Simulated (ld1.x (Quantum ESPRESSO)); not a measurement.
## Ranking PAW potentials for beryllium (Be)

All share these settings but for the change named:

| Property | Result |
| --- | --- |
| Element | Be (Z = 4) |
| Generator | ld1.x (Quantum ESPRESSO) 7.5 |
| Type | PAW |
| Functional | PBE |
| Relativity | non-relativistic |
| Frozen core | none |
| Valence charge | 4 |
| Reference configuration | 1s2 2s2 2p0 |
| Partial waves | 1s (bound): rcut 0.65, rcutus 0.75 bohr; 2s (bound): rcut 0.65, rcutus 0.75 bohr; 2p (bound, empty): rcut 2.00, rcutus 2.75 bohr; 2p channel at 0.35 Ry: rcut 2.00, rcutus 2.75 bohr |
| Local potential | all-electron potential smoothed inside 0.70 bohr (lloc = -1) |
| Core correction | none |
| Augmentation charge | GAUSS, radius 0.55 bohr |

Cutoff: the first of the cutoffs (Ry, on a coarse ladder) from which the occupation-weighted sum of valence levels, in a spherical-Bessel basis at the reference potential, stays within 10 and 1 mRy of its value at 400 Ry; the density cutoff is not measured.

The base gives 140 Ry.

Of 5 variants that were run, those that failed, showed a ghost or another fault, or gave nearly equal values are left out.

A variant can come out equal or close to the base.

Problem. Rank these variants from softest to hardest (loose cutoff).
A. all radii scaled by about 1.13 (s 0.84, p 3.10 bohr, rcut 0.74/2.26); local potential all-electron potential smoothed inside 0.78 bohr (lloc = -1); augmentation GAUSS, radius 0.62 bohr
B. all radii scaled by about 0.79 (s 0.60, p 2.16 bohr, rcut 0.52/1.58); local potential all-electron potential smoothed inside 0.56 bohr (lloc = -1); augmentation GAUSS, radius 0.44 bohr
C. all radii scaled by about 1.34 (s 1.00, p 3.68 bohr, rcut 0.88/2.68); local potential all-electron potential smoothed inside 0.94 bohr (lloc = -1); augmentation GAUSS, radius 0.74 bohr

Solution. C (90 Ry), A (120 Ry), B (140 Ry).
